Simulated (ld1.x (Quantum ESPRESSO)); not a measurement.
# Which change was made? (Ga, TM semilocal)

- Element: Ga
- Generator: ld1.x (Quantum ESPRESSO) 7.5
- Type: norm-conserving Troullier–Martins (semilocal form)
- Functional: PBEsol
- Relativity: scalar-relativistic
- Frozen core: [Ar] 3d10
- Valence charge: 3
- Reference configuration: 4s2 4p0.5 (charge +0.5)
- Partial waves: 4s (bound): rc 1.90 bohr; 4d channel at 0.35 Ry: rc 1.70 bohr; 4p (bound): rc 1.80 bohr
- Local potential: the p channel
- Core correction: none

Cutoffs, loose and tight: the cutoffs (Ry, on a coarse ladder) from which the occupation-weighted sum of valence levels, in a spherical-Bessel basis at the reference potential, stays within 10 and 1 mRy of its value at 400 Ry. They do not see the model core or the augmentation charge, which bear on the density cutoff. Test errors are all-electron minus pseudo excitation energies from the reference, over the configurations 4s2 4p1; 4s2 4p0; 4s1 4p0; 4s0 4p3; 4s2 4p1.3; 4s1 4p2; 4s1 4p1; variants that change the core or the reference have their own tests. The largest error is taken over the tests solved by every variant that gives reliable tests at all, those not shown here included: 4s0 4p3; 4s1 4p1; 4s1 4p2; 4s2 4p0; 4s2 4p1; 4s2 4p1.3.

The base gives: outcome: generated; cutoff, loose: 15 Ry; cutoff, tight: 35 Ry; bound ghosts: none; largest test error (meV): +72.

After one change the result is: outcome: generated; cutoff, loose: 15 Ry; cutoff, tight: 35 Ry; bound ghosts: s, p; largest test error (meV): +72. Which change was it?
A. reference 4s1.5 4p0
B. form changed from semilocal to separable (Kleinman–Bylander), still TM; local potential the d channel
C. wave 4s (bound): rc 1.90 bohr becomes 4s (bound): rc 2.38 bohr

B. The others give: reference 4s1.5 4p0 → outcome: generated; cutoff, loose: 15 Ry; cutoff, tight: 35 Ry; bound ghosts: none; largest test error (meV): +99 | wave 4s (bound): rc 1.90 bohr becomes 4s (bound): rc 2.38 bohr → outcome: generated; cutoff, loose: 10 Ry; cutoff, tight: 25 Ry; bound ghosts: none; largest test error (meV): +57. In the semilocal form every listed channel keeps its own potential, so the choice of the local channel does not act on these tests. It acts once the file is put into the separable form.
